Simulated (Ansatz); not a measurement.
Gas-phase electronic energies from Ansatz, PBE0-D4/def2-TZVP geometries. CBS: MP2 limit from def2 TZ/QZ plus the TZ coupled-cluster correction, frozen cores. This one scheme is used for every species. Functionals use def2-TZVPP. B3LYP here is the variant with VWN-RPA as its local correlation; programs differ in this. HSE06 is defined as in plane-wave codes. One conformer a species, not always the lowest.

`NC[S][AlH2]` + `O[SiH](O)[SiH3]` → `O[SiH]([SiH3])[O][AlH2]` + `NCS`  (ligand exchange at the Al–S bond)

`NC[S][AlH2]`:

Cartesian coordinates in Å:
```
N -0.298 1.824 0.209
C -0.852 0.508 0.028
S -0.107 -0.296 -1.441
Al 1.090 -1.849 -0.515
H 0.664 1.777 0.517
H -0.829 2.346 0.895
H -1.917 0.603 -0.190
H -0.741 -0.173 0.881
H 1.909 -2.819 -1.454
H 1.083 -1.923 1.070
```

`O[SiH](O)[SiH3]`:

Cartesian coordinates in Å:
```
O -0.709 -1.132 -1.476
Si -0.325 -0.734 0.076
O -1.626 -0.219 0.945
Si 1.194 1.047 0.182
H -1.008 -0.426 -2.053
H 0.205 -2.009 0.626
H -2.324 -0.853 1.121
H 0.634 2.235 -0.521
H 2.468 0.670 -0.490
H 1.491 1.421 1.590
```

`O[SiH]([SiH3])[O][AlH2]`:

Cartesian coordinates in Å:
```
O -0.312 -1.603 1.497
Si -0.507 -0.796 0.076
Si -1.591 1.202 0.640
O 0.918 -0.491 -0.641
Al 2.350 0.120 -1.285
H -0.036 -2.520 1.456
H -1.298 -1.636 -0.869
H -0.748 2.003 1.571
H -2.906 0.945 1.287
H -1.823 2.012 -0.588
H 2.348 1.601 -1.834
H 3.606 -0.836 -1.311
```

`NCS`:

Z-matrix (Å, degrees):
```
C
S 1 1.811
N 1 1.444 2 112.7
H 1 1.097 2 107.3 3 -128.3
H 1 1.092 2 104.7 3 117.9
H 2 1.342 1 96.7 3 83.9
H 3 1.012 1 111.0 2 -65.0
H 3 1.014 1 110.4 2 175.5
```

(1) Is it downhill or uphill in electronic energy at CCSD(T)/CBS, and by how much? (Best estimate.)

(2) What do these levels give: PBE-D4, B97M-V, PBE-QIDH, B3LYP, HSE06, CCSD(T)/def2-TZVPP? (An estimate is asked.)

Largest T1 diagnostic among the species: 0.013.

Results:

(1) Ansatz gave: Downhill: ΔE = -46.0 kJ/mol.

(2) The calculation gave: PBE-D4 -31.0, B97M-V -45.7, PBE-QIDH -42.2, B3LYP -50.2, HSE06 -35.5, CCSD(T)/def2-TZVPP -48.7 kJ/mol.

From PBE to PBE0 (25 % exact exchange), in def2-TZVPP and without D4, ΔE moves by −4.9 kJ/mol. At CCSD(T), def2-SVP lies −7.8 kJ/mol from the extrapolated value and def2-TZVPP −2.6 kJ/mol.
